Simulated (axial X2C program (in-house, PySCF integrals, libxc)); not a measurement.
**TcO: from the spin-free to the two-component result**

Calculated with an in-house relativistic program for diatomic molecules. Spin-free means the one-electron spin-free X2C Hamiltonian; two-component (2c) means X2C with spin–orbit coupling and atomic mean-field two-electron Coulomb and Gaunt terms, so the difference of the two also holds small scalar two-electron terms. Basis: Tc dyall-cv3z [12s12p8d5f3g], O dyall-av3z [7s6p3d2f] (cores contracted in-house); Gaussian nuclei, density fitting, unrestricted open shells. Masses: Tc 98.907 u, O 15.995 u.

Spin-free state: M_S = 5/2, Λ = 0 (beyond evenly filled blocks: σα, π+α, π-α, δ+α, δ-α); fragments Tc + O.

```
level  Re (Å)  ωe (cm⁻¹)  De (eV)  μ (D)
 PBE0   1.712      928.1    5.434  -3.85
```

Dipoles are positive if O is the positive end.

Two-component determinant lowest at the distance of the search:

Ω = 5/2 (⟨Sz⟩ = 2.49, ⟨Lz⟩ = 0.01 at PBE0); fragments Tc + O.

| level | Re (Å) | ωe (cm⁻¹) | De (eV) | μ (D) |
| --- | --- | --- | --- | --- |
| PBE0 | 1.712 | 927.0 | 5.433 | -3.85 |

(1) From the two tables, how do the constants change at the PBE0 level (2c against spin-free)?

The state is a single determinant with fixed occupations, the lowest that a limited PBE0 search found. De is counted from the lowest determinant-based energies of the atoms at the same level, without counterpoise correction. Density functionals use the spin component along the axis (collinear). The 2c atoms are single determinants rather than J levels; their spin–orbit lowering is only partly caught, and De is too large by that part. This holds for PBE0. PBE0 can misorder states that lie within some tenths of an eV, so this need not be the ground state of the molecule. The nearest other spin-free determinant of the search, M_S = 3/2, Λ = 1, lies 0.96 eV up at the distance of the search. Without a current term, density functionals place determinants with orbital angular momentum somewhat too high. With several unpaired electrons one determinant need not be a pure state. Some points did not converge and are left out. This is the top spin component of a Σ state; components of lower Ω are not single determinants and can lie lower.

Results:

(1) At the PBE0 level Re is unchanged within 0.001 Å and ωe falls by 1.1 cm⁻¹; De is not compared, since the atomic limits differ or miss part of their spin–orbit lowering.
